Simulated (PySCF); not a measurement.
## LDA on Ni (nickel, neutral)

Configuration: [Ar] 3d8 4s2, high-spin 3F determinant. Computed with PySCF 2.14 in pcseg-2 (6s4p3d2f1g, 56 functions), with no relativity, point nucleus.

```
Total energy                                     : -1505.614 hartree
One-electron energy                              : -2092.374 hartree
Hartree (Coulomb) energy                         : 647.087 hartree
Exchange-correlation energy                      : -60.328 hartree
Kinetic energy                                   : 1506.77412 hartree
⟨S²⟩                                             : 2.0026
⟨L²⟩                                             : 12.007
Sum of ⟨r⟩                                       : 21.79 bohr
Sum of ⟨r²⟩                                      : 35.76 bohr²
Density at the nucleus (Gaussians lack the cusp) : 14800 bohr⁻³
Spin density at the nucleus                      : 0.722 bohr⁻³
Langevin diamagnetic susceptibility              : -28.3 ×10⁻⁶ cm³/mol
Time after the integrals                         : 0.68 s of wall time on 1 thread of Neoverse-V1 (shared host)
```

| shell | electrons | mean orbital energy (eV) | spread (eV) | rms radius, mean of both spins (bohr) |
| --- | --- | --- | --- | --- |
| 1s α | 1 | -8104.3 | 0 | 0.0635 |
| 1s β | 1 | -8104.3 | 0 | 0.0635 |
| 2s α | 1 | -961.20 | 0 | 0.270 |
| 2s β | 1 | -959.97 | 0 | 0.270 |
| 2p α | 3 | -840.12 | 0 | 0.240 |
| 2p β | 3 | -839.18 | 0 | 0.240 |
| 3s α | 1 | -108.44 | 0 | 0.808 |
| 3s β | 1 | -106.19 | 0 | 0.808 |
| 3p α | 3 | -71.514 | 0 | 0.852 |
| 3p β | 3 | -69.312 | 0 | 0.852 |
| 3d α | 5 | -10.336 | 1.022 | 1.16 |
| 3d β | 3 | -8.558 | 0 | 1.16 |
| 4s α | 1 | -5.888 | 0 | 3.06 |
| 4s β | 1 | -5.542 | 0 | 3.06 |
